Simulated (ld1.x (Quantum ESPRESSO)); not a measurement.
Before and after: TM semilocal potential for tellurium (Te)

```json
{
 "Element": "Te (Z = 52)",
 "Generator": "ld1.x (Quantum ESPRESSO) 7.5",
 "Type": "norm-conserving Troullier–Martins (semilocal form)",
 "Functional": "LDA (PZ)",
 "Relativity": "scalar-relativistic",
 "Frozen core": "[Kr] 4d10",
 "Valence charge": "6",
 "Reference configuration": "5s2 5p4",
 "Partial waves": "5p (bound): rc 1.70 bohr; 5s (bound): rc 1.55 bohr",
 "Local potential": "the s channel",
 "Core correction": "Bessel-smoothed model core, default radius (core density twice the valence density)"
}
```

All-electron outer shells of the reference configuration (LDA (PZ), scalar-relativistic, ld1.x):

| shell | level (eV) | outermost node (bohr) | outermost maximum (bohr) |
| --- | --- | --- | --- |
| 4p | -114.19 | 0.38 | 0.74 |
| 4d | -41.70 | 0.36 | 0.81 |
| 5s | -15.36 | 0.91 | 1.77 |
| 5p | -6.12 | 1.00 | 2.17 |

Change: functional PBE.

Cutoffs: the cutoffs (Ry, on a coarse ladder) from which the occupation-weighted sum of valence levels, in a spherical-Bessel basis at the reference potential, stays within 10 and 1 mRy of its value at 400 Ry; they do not see the model core or the augmentation charge, which bear on the density cutoff. Errors are all-electron minus pseudo energies relative to the spin-unpolarised reference configuration.

Q: What does the change do?

A: The potential gets neither clearly harder nor softer (50 Ry and 100 Ry → 50 Ry and 100 Ry); the number of tests with a reliable result goes from 9 to 7; of the 7 tests that both files solve, the error grows in 2 and shrinks in 0 by more than 15 % and 0.3 meV (median size 5.6 → 7.1 meV); neither file shows a bound ghost. A semilocal file is local in each channel, so a ghost entry of none says nothing of the separable form that plane-wave codes build from it.

| quantity | base | changed |
| --- | --- | --- |
| cutoff, loose | 50 Ry | 50 Ry |
| cutoff, tight | 100 Ry | 100 Ry |
| bound ghosts | none | none |
| error for 5s2 5p3, meV [ΔE 9.92 → 9.73 eV] | -2.3 | -2.1 |
| error for 5s2 5p2, meV [ΔE 28.09 → 27.65 eV] | -15 | -15 |
| error for 5s2 5p1, meV [ΔE 55.32 → 54.55 eV] | -67 | -69 |
| error for 5s0 5p6, meV [ΔE 18.92 → 18.70 eV] | -20 | -26 |
| error for 5s2 5p3.5, meV [ΔE 3.98 → 3.90 eV] | -0.9 | -0.7 |
| error for 5s2 5p4.3, meV [ΔE -1.52 → -1.47 eV] | +0.5 | +0.5 |
| error for 5s1 5p5, meV [ΔE 9.35 → 9.25 eV] | -5.6 | -7.1 |
| s: phases at 1.85 bohr within 0.05 rad from the reference energy up to (Ry; the scan ends near 5) | 2.8 | 2.9 |
| p: phases at 1.85 bohr within 0.05 rad from the reference energy up to (Ry; the scan ends near 5) | 0.6 | 0.6 |
